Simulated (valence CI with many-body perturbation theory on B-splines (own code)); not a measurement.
**Tm62+: electric-dipole lines**

Calculated by relativistic CI+MBPT: five valence electrons over a frozen Dirac-Fock core [He], a basis of 11 s, 11 p, 10 d, 8 f, 5 g, 2 h functions for each j, with the one-electron correlation potential Σ1, the two-electron term Σ2, the three-electron term Σ3, Breit, model QED; selected CI, second order for the rest, scaled by the run's own slope (own B-spline code, finite nucleus).

No measured spectrum was set against this ion. As an estimate, large intervals hold to a few tenths of a per cent, small ones and those within an open d or f shell to about a per cent. Among the levels kept, up to 7400 cm⁻¹ of a level comes from second order outside the variational space, and about a tenth of that is noise between levels of different J, which matters for small intervals.

Lines 101 to 150 of 600 in falling wavelength, among levels below 10809 eV, chosen from the strongest by gf and those to the six lowest levels. Wavelengths and rates use the calculated energies. Electric multipoles are in the length gauge with retardation, E1 and E2 with the static RPA response of the core. Weak lines are less certain than strong ones. Lines between different terms over intervals too small for the method are left out, as are lines whose strength nearly cancels. The highest levels of a list are the least certain.

Levels are named by their leading jj configuration (3d3/2^4 stands for four electrons in 3d with j = 3/2), which in mixed levels can hold well under half, so a name can repeat and another be missing. Letters in brackets count levels of one name in rising energy.

```tsv
λ vac (nm)	Upper	Lower	A (s⁻¹)	S (a.u.)
3.156	(2s^2 2p1/2 2p3/2 3p3/2) J=7/2	(2s^2 2p1/2 2p3/2 3s) J=5/2	7.39e+11	9.17e-02
3.155	(2s^2 2p3/2^2 3d3/2) J=3/2 [a]	(2s^2 2p3/2^2 3p1/2) J=3/2	4.09e+11	2.54e-02
3.153	(2s^2 2p3/2^2 3d3/2) J=7/2	(2s^2 2p3/2^2 3p1/2) J=5/2	5.19e+11	6.42e-02
3.152	(2s^2 2p1/2 2p3/2 3p3/2) J=1/2 [a]	(2s^2 2p1/2 2p3/2 3s) J=1/2	5.22e+11	1.61e-02
3.152	(2s 2p1/2^2 2p3/2 3d3/2) J=3/2 [a]	(2s 2p1/2^2 2p3/2 3p1/2) J=3/2 [a]	4.06e+11	2.51e-02
3.151	(2s^2 2p3/2^2 3d3/2) J=3/2 [b]	(2s^2 2p3/2^2 3p1/2) J=1/2	4.77e+11	2.94e-02
3.151	(2p1/2^2 2p3/2^2 3p3/2) J=3/2	(2s 2p1/2 2p3/2^2 3p3/2) J=3/2 [b]	3.33e+11	2.06e-02
3.150	(2s^2 2p1/2 2p3/2 3d3/2) J=5/2 [a]	(2s^2 2p1/2 2p3/2 3p1/2) J=3/2 [a]	4.09e+11	3.79e-02
3.148	(2s 2p1/2^2 2p3/2 3d3/2) J=5/2 [b]	(2s 2p1/2^2 2p3/2 3p1/2) J=3/2 [b]	4.75e+11	4.39e-02
3.145	(2s 2p1/2 2p3/2^2 3d3/2) J=3/2 [a]	(2s 2p1/2 2p3/2^2 3p1/2) J=3/2 [a]	3.76e+11	2.31e-02
3.143	(2s^2 2p3/2^2 3p3/2) J=7/2	(2s^2 2p3/2^2 3s) J=5/2	7.85e+11	9.62e-02
3.141	(2s^2 2p1/2^2 3d3/2) J=3/2	(2s^2 2p1/2^2 3p1/2) J=1/2	5.07e+11	3.10e-02
3.141	(2s 2p1/2 2p3/2^2 3p3/2) J=7/2 [a]	(2s 2p1/2 2p3/2^2 3s) J=5/2 [a]	7.51e+11	9.20e-02
3.138	(2s^2 2p3/2^2 3d3/2) J=5/2	(2s^2 2p3/2^2 3p1/2) J=3/2	2.40e+11	2.19e-02
3.135	(2s 2p1/2^2 2p3/2 3d3/2) J=7/2	(2s 2p1/2^2 2p3/2 3p1/2) J=5/2	4.73e+11	5.75e-02
3.134	(2s^2 2p3/2^2 3p3/2) J=5/2	(2s^2 2p3/2^2 3s) J=5/2	4.13e+11	3.77e-02
3.134	(2s 2p1/2 2p3/2^2 3d3/2) J=9/2	(2s 2p1/2 2p3/2^2 3p1/2) J=7/2	4.81e+11	7.31e-02
3.133	(2s^2 2p1/2 2p3/2 3p3/2) J=3/2 [a]	(2s^2 2p1/2 2p3/2 3s) J=1/2	2.57e+11	1.56e-02
3.132	(2s 2p1/2 2p3/2^2 3d3/2) J=5/2 [c]	(2s 2p1/2 2p3/2^2 3p1/2) J=3/2 [b]	3.35e+11	3.05e-02
3.131	(2s 2p1/2 2p3/2^2 3d3/2) J=1/2 [a]	(2s 2p1/2 2p3/2^2 3p1/2) J=3/2 [a]	5.31e+11	1.61e-02
3.130	(2s 2p1/2 2p3/2^2 3d3/2) J=7/2 [a]	(2s 2p1/2 2p3/2^2 3p1/2) J=5/2 [a]	4.70e+11	5.69e-02
3.129	(2s^2 2p1/2 2p3/2 3d3/2) J=7/2	(2s^2 2p1/2 2p3/2 3p1/2) J=5/2	5.02e+11	6.08e-02
3.129	(2s 2p1/2 2p3/2^2 3p3/2) J=5/2 [a]	(2s 2p1/2 2p3/2^2 3s) J=5/2 [a]	1.83e+11	1.66e-02
3.125	(2s 2p1/2 2p3/2^2 3d3/2) J=3/2 [d]	(2s 2p1/2 2p3/2^2 3p1/2) J=3/2 [b]	1.57e+11	9.45e-03
3.125	(2s 2p1/2 2p3/2^2 3p3/2) J=3/2 [d]	(2s 2p1/2 2p3/2^2 3s) J=3/2 [b]	2.08e+11	1.25e-02
3.123	(2p1/2^2 2p3/2^2 3p3/2) J=5/2	(2p1/2^2 2p3/2^2 3s) J=3/2	1.45e+11	1.31e-02
3.122	(2s 2p1/2^2 2p3/2 3d3/2) J=1/2 [a]	(2s 2p1/2^2 2p3/2 3p1/2) J=3/2 [a]	5.41e+11	1.63e-02
3.121	(2s^2 2p1/2 2p3/2 3p3/2) J=5/2 [a]	(2s^2 2p1/2 2p3/2 3s) J=3/2 [a]	7.85e+11	7.07e-02
3.120	(2s 2p1/2 2p3/2^2 3p3/2) J=9/2	(2s 2p1/2 2p3/2^2 3s) J=7/2	6.99e+11	1.05e-01
3.119	(2s 2p1/2 2p3/2^2 3d3/2) J=5/2 [d]	(2s 2p1/2 2p3/2^2 3p1/2) J=3/2 [c]	3.45e+11	3.10e-02
3.114	(2s 2p1/2 2p3/2^2 3d3/2) J=5/2 [a]	(2s 2p1/2 2p3/2^2 3p1/2) J=3/2 [a]	2.24e+11	2.00e-02
3.113	(2s^2 2p1/2 2p3/2 3d3/2) J=3/2 [a]	(2s^2 2p1/2 2p3/2 3p1/2) J=1/2	2.89e+11	1.72e-02
3.111	(2s 2p1/2 2p3/2^2 3p3/2) J=3/2 [c]	(2s 2p1/2 2p3/2^2 3s) J=1/2 [a]	7.25e+11	4.31e-02
3.111	(2s 2p1/2^2 2p3/2 3p3/2) J=5/2 [a]	(2s 2p1/2^2 2p3/2 3s) J=3/2 [a]	3.06e+11	2.73e-02
3.111	(2s^2 2p3/2^2 3d3/2) J=1/2	(2s^2 2p3/2^2 3p1/2) J=3/2	5.32e+11	1.58e-02
3.109	(2s 2p1/2 2p3/2^2 3p3/2) J=5/2 [d]	(2s 2p1/2 2p3/2^2 3s) J=3/2 [c]	5.14e+11	4.57e-02
3.107	(2s 2p1/2 2p3/2^2 3p3/2) J=7/2 [b]	(2s 2p1/2 2p3/2^2 3s) J=7/2	4.39e+11	5.20e-02
3.100	(2s 2p1/2 2p3/2^2 3d3/2) J=3/2 [d]	(2s 2p1/2 2p3/2^2 3p1/2) J=1/2 [b]	1.89e+11	1.11e-02
3.099	(2s 2p1/2^2 2p3/2 3p3/2) J=7/2	(2s 2p1/2^2 2p3/2 3s) J=5/2	6.89e+11	8.10e-02
3.099	(2s 2p1/2 2p3/2^2 3p3/2) J=3/2 [d]	(2s 2p1/2 2p3/2^2 3s) J=1/2 [b]	3.37e+11	1.98e-02
3.080	(2s 2p1/2 2p3/2^2 3p3/2) J=3/2 [e]	(2s 2p1/2 2p3/2^2 3s) J=3/2 [d]	2.62e+11	1.51e-02
3.079	(2s 2p1/2^2 2p3/2 3p3/2) J=1/2 [a]	(2s 2p1/2^2 2p3/2 3s) J=3/2 [a]	6.83e+11	1.97e-02
3.079	(2s 2p1/2 2p3/2^2 3p3/2) J=5/2 [e]	(2s 2p1/2 2p3/2^2 3s) J=5/2 [c]	1.46e+11	1.27e-02
3.075	(2s 2p1/2^2 2p3/2 3d3/2) J=1/2 [b]	(2s 2p1/2^2 2p3/2 3p1/2) J=1/2	4.24e+11	1.22e-02
3.072	(2s^2 2p1/2 2p3/2 3d3/2) J=1/2 [a]	(2s^2 2p1/2 2p3/2 3p1/2) J=1/2	4.70e+11	1.35e-02
3.064	(2s^2 2p3/2^2 3p3/2) J=3/2 [b]	(2s^2 2p3/2^2 3s) J=1/2	7.22e+11	4.10e-02
3.060	(2s^2 2p1/2^2 3p3/2) J=3/2	(2s^2 2p1/2^2 3s) J=1/2	8.20e+11	4.64e-02
3.059	(2s^2 2p1/2 2p3/2 3p3/2) J=3/2 [a]	(2s^2 2p1/2 2p3/2 3s) J=3/2 [a]	1.51e+11	8.52e-03
3.059	(2s 2p1/2 2p3/2^2 3d3/2) J=7/2 [b]	(2s 2p1/2 2p3/2^2 3p1/2) J=7/2	2.99e+11	3.38e-02
3.056	(2s 2p1/2 2p3/2^2 3p3/2) J=5/2 [e]	(2s 2p1/2 2p3/2^2 3s) J=3/2 [d]	3.14e+11	2.65e-02
```
